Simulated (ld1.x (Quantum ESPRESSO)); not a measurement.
**An all-electron radial function and its pseudo partner (Au)**

Columns: radius, all-electron u(r) and pseudo u(r) of the 5s shell (level -144.65 eV) of gold in the configuration [Kr] 4d10 4f14 5s2 5p6 5d8 6s0 6p0; PBE, scalar-relativistic, TM scheme, ld1.x (Quantum ESPRESSO) 7.5.

```json
{"r (bohr)": "0.095", "all-electron": "0.2133", "pseudo": "0.1484"}
{"r (bohr)": "0.190", "all-electron": "0.1614", "pseudo": "0.2971"}
{"r (bohr)": "0.285", "all-electron": "-0.6149", "pseudo": "0.4465"}
{"r (bohr)": "0.380", "all-electron": "-0.5746", "pseudo": "0.5960"}
{"r (bohr)": "0.475", "all-electron": "-0.0243", "pseudo": "0.7433"}
{"r (bohr)": "0.570", "all-electron": "0.5641", "pseudo": "0.8825"}
{"r (bohr)": "0.665", "all-electron": "0.9816", "pseudo": "1.0034"}
{"r (bohr)": "0.760", "all-electron": "1.1968", "pseudo": "1.0913"}
{"r (bohr)": "0.855", "all-electron": "1.2505", "pseudo": "1.1313"}
{"r (bohr)": "0.950", "all-electron": "1.1966", "pseudo": "1.1140"}
{"r (bohr)": "1.045", "all-electron": "1.0826", "pseudo": "1.0415"}
{"r (bohr)": "1.140", "all-electron": "0.9422", "pseudo": "0.9280"}
{"r (bohr)": "1.235", "all-electron": "0.7976", "pseudo": "0.7946"}
{"r (bohr)": "1.330", "all-electron": "0.6614", "pseudo": "0.6612"}
{"r (bohr)": "1.425", "all-electron": "0.5399", "pseudo": "0.5399"}
{"r (bohr)": "1.520", "all-electron": "0.4353", "pseudo": "0.4353"}
{"r (bohr)": "1.615", "all-electron": "0.3476", "pseudo": "0.3476"}
{"r (bohr)": "1.710", "all-electron": "0.2754", "pseudo": "0.2754"}
{"r (bohr)": "1.805", "all-electron": "0.2167", "pseudo": "0.2167"}
{"r (bohr)": "1.900", "all-electron": "0.1695", "pseudo": "0.1695"}
{"r (bohr)": "1.995", "all-electron": "0.1320", "pseudo": "0.1320"}
{"r (bohr)": "2.090", "all-electron": "0.1024", "pseudo": "0.1024"}
{"r (bohr)": "2.185", "all-electron": "0.0792", "pseudo": "0.0792"}
{"r (bohr)": "2.280", "all-electron": "0.0610", "pseudo": "0.0610"}
{"r (bohr)": "2.375", "all-electron": "0.0469", "pseudo": "0.0469"}
{"r (bohr)": "2.470", "all-electron": "0.0359", "pseudo": "0.0359"}
```

(1) How many radial nodes do the two functions have?

(2) At about which radius was the pseudo-wave matched?

(3) Is the pseudo-wave norm-conserving?

Answers

(1) The all-electron 5s function has n − l − 1 = 4 (the table is too coarse to show those close to the nucleus); the pseudo-wave has 0, since the states of the same l below it are removed with the core.

(2) 1.45 bohr. The columns agree to 0.0005 from 1.33 bohr on; several derivatives are matched, so the curves merge somewhat inside the radius.

(3) Yes: the TM scheme keeps the norm inside the radius equal to the all-electron one, which fixes the energy derivative of the logarithmic derivative at the level.
